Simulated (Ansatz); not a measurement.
Total energies of CF3NSi, SMILES `N#C[Si](F)(F)F`.

```json
{"atom": "N1", "x (Å)": "-1.7609", "y (Å)": "-0.2767", "z (Å)": "-1.6512"}
{"atom": "C2", "x (Å)": "-0.9275", "y (Å)": "-0.1457", "z (Å)": "-0.8697"}
{"atom": "Si3", "x (Å)": "0.3928", "y (Å)": "0.0617", "z (Å)": "0.3683"}
{"atom": "F4", "x (Å)": "0.7918", "y (Å)": "-1.3385", "z (Å)": "0.9337"}
{"atom": "F5", "x (Å)": "-0.1279", "y (Å)": "0.9696", "z (Å)": "1.5276"}
{"atom": "F6", "x (Å)": "1.6317", "y (Å)": "0.7296", "z (Å)": "-0.3086"}
```

Charge 0, multiplicity 1. The geometry is a stationary point of PBE0-D4/def2-TZVP. Basis def2-TZVPP, the Gaussian-basis code of Ansatz.

RPA on PBE orbitals: Hartree–Fock energy of these orbitals -679.90152 Eh, correlation -1.76544 Eh (frozen core).

```csv
functional,energy without D4 (Eh),D4 term (kJ/mol)
LDA (SPW92),-678.42642,–
PBE,-681.71868,-13.1
BLYP,-682.22617,-29.2
B97M-V,-682.07563,–
PBE0,-681.74291,-11.0
r2SCAN0,-682.00670,-3.7
HSE06 (plane-wave form),-681.72033,-10.2
BHLYP,-682.10953,-16.2
CAM-B3LYP,-682.16782,-11.1
LC-ωPBE,-681.93331,–
ωB97X-V,-682.08501,–
ωB97M-V,-682.16216,–
B2PLYP,-681.93161,–
PBE-QIDH,-681.61817,–
```

(1) Give the same for revPBE, r2SCAN, B3LYP, r2SCANh. (Best estimate.)

B3LYP takes the VWN-RPA correlation (the form of Gaussian; ORCA's B3LYP/G). HSE06 is the plane-wave form, built on full-range PBE exchange. The double hybrids freeze the cores in their second-order part.

## Answers

(1) The calculation gave: 
```
functional  energy without D4 (Eh)  D4 term (kJ/mol)
    revPBE              -682.06193             -40.3
    r2SCAN              -682.06696              -3.1
     B3LYP              -682.28092             -21.3
   r2SCANh              -682.04229              -3.3
```

LC-ωPBE has ω = 0.4 bohr⁻¹.
